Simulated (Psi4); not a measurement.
F$_{4}$Zr (SMILES [F][Zr]([F])([F])[F]), singlet (typed; the unrestricted solution is spin-contaminated), geometry from GFN2-xTB (such geometries of metal compounds can be far from the true shape) (core potentials on Zr), with bond 4-1 at 2.2 times its length.

The Psi4 input:
```
memory 2 GB

molecule {
0 1
Zr   -0.00000000    0.00000000    0.00000000
F     1.17763810    0.86361362   -1.12373134
F     0.92988717   -1.15466949    1.09429445
F    -2.68274081   -2.09272606   -2.20392623
F    -0.88809763    1.24229499    1.03122154
}

set {
  basis def2-svp
  reference uhf
  stability_analysis follow
  scf_type pk
}

energy('scf')
print_variables()
```

Predict the number of basis functions from HF/def2-SVP in Psi4.

87

Give the total energy at the level HF/def2-SVP.

-444.099716 Ha

What <S^2> does HF/def2-SVP give?

0.989

Give the dipole moment at the level HF/def2-SVP.

2.04 D

Give the nuclear repulsion energy at the level HF/def2-SVP.

175.6950 Eh
